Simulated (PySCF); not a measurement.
AgF, multiplicity 1. Atoms are numbered in the order given.

```xyz
2

Ag     0.0000     0.0000    -0.3217
F      0.0000     0.0000     1.6798
```
Charge 0, spin multiplicity 1.

Coordinates come from a B3LYP-D3(BJ)/def2-TZVPD optimisation. The spin state was assumed, not searched. The def2 effective core potentials stand for the cores of Ag; spin–orbit coupling is left out.

Method: PySCF with HF/def2-TZVPD.

Mulliken values depend strongly on the basis, most of all with diffuse functions as here. ESP charges are fitted to the potential on shells at 1.4 to 2.0 van der Waals radii. Atomic charges (e):

| atom | ESP fit | Mulliken |
|---|---|---|
| Ag1 | [?] | 0.90 |
| F2 | [?] | -0.90 |

What belongs in the gaps? (Estimate from the structure and the level; the computed values follow.)


- Ag1, ESP fit: 0.74
- F2, ESP fit: -0.74
